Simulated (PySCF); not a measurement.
Stepwise substitution at one centre (Ga CH3-NH2). Gas-phase values, no solvent. One relaxed conformer stands for each flexible species; it need not be the lowest. Strings in code marks are SMILES.

The HOMO from two functionals at the same geometries (B3LYP-D3(BJ)/def2-TZVP), both in PySCF: PBE-D3(BJ)/def2-TZVP and B3LYP-D3(BJ)/def2-TZVP. B3LYP has the VWN-RPA correlation part, as in Gaussian. 

| species | PBE-D3(BJ)/def2-TZVP (eV) | B3LYP-D3(BJ)/def2-TZVP (eV) |
|---|---|---|
| 0 of 3 CH3 replaced by NH2 (`[CH3][Ga]([CH3])[CH3]`) | -6.19 | -7.18 |
| 1 of 3 CH3 replaced by NH2 (`[CH3][Ga]([CH3])[NH2]`) | -5.62 | -6.73 |
| 2 of 3 CH3 replaced by NH2 | -5.16 | -6.31 |
| 3 of 3 CH3 replaced by NH2 (`[NH2][Ga]([NH2])[NH2]`) | -5.31 | -6.50 |

Over these rows, drawn at random from the members with no instability flagged (it was tested for open shells, ions and some series alone), PBE minus B3LYP-D3(BJ): mean +1.11 eV, from +0.99 eV to +1.19 eV.
